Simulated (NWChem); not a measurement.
C5H4O; SMILES C1(C=CC=C1)=O

### Question
Give the equilibrium geometry at B3LYP/6-31G* (spherical d) (NWChem) as a Z-matrix, with the point group.

### Answer
point group C2v; any orientation.
```
C
C 1 1.3406
H 2 1.0818 1 129.21
H 1 1.0845 2 126.99 3 0.00
C 1 1.5033 4 123.21 2 180.00
C 5 1.3406 1 109.80 4 180.00
H 6 1.0818 5 129.21 1 180.00
H 5 1.0845 6 126.99 7 0.00
C 2 1.5110 3 123.52 1 180.00
O 9 1.2148 2 127.07 3 0.00
```
